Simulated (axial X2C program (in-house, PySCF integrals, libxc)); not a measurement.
## Estimating the spin–orbit splitting of the π levels of BrCl

Computed with an in-house relativistic program for diatomic molecules. Spin-free means the one-electron spin-free X2C Hamiltonian; two-component (2c) means X2C with spin–orbit coupling and atomic mean-field two-electron Coulomb and Gaunt terms, so the difference of the two also holds small scalar two-electron terms. Basis: Br dyall-cv4z [10s10p7d5f3g], Cl dyall-av4z [10s9p4d3f2g] (cores contracted in-house); Gaussian nuclei, density fitting, unrestricted open shells. Masses: Br 78.918 u, Cl 34.969 u.

Hartree–Fock at 2.142 Å, closed shell. Valence p splittings ε(p3/2) − ε(p1/2) of spherical Dirac–Hartree–Fock atoms with fractionally filled p shells: Br 4p 0.556 eV, Cl 3p 0.140 eV.

```csv
"filled π level (eV), spin-free",Cl p share,Br p share
-14.61,0.65,0.32
-11.48,0.32,0.57
```

(1) In first order a p shell splits by 3ζ/2 and a π orbital by ζ. Estimate the splitting of each π level from the shares.

The two-component Hartree–Fock calculation gives:

```json
{"ε(ω = 1/2) (eV)": "-14.670", "σ share of it": "0.03", "ε(ω = 3/2) (eV)": "-14.514", "splitting (eV)": "0.16", "estimate (eV)": "0.18"}
{"ε(ω = 1/2) (eV)": "-11.613", "σ share of it": "0.00", "ε(ω = 3/2) (eV)": "-11.319", "splitting (eV)": "0.29", "estimate (eV)": "0.24"}
```

The estimate leaves out the mixing of π1/2 with σ1/2 levels, which pushes the ω = 1/2 spinor up or down, the d and f parts of the orbital, small shares of the strongly split outer-core p shell of a metal, the Gaunt term (absent from the atomic values), and the change of the atomic p orbitals with charge; Löwdin shares depend on the basis.

Results:

(1) level -14.61 eV: (2/3) × (0.65 × 0.140 + 0.32 × 0.556) = 0.18 eV; level -11.48 eV: (2/3) × (0.32 × 0.140 + 0.57 × 0.556) = 0.24 eV.
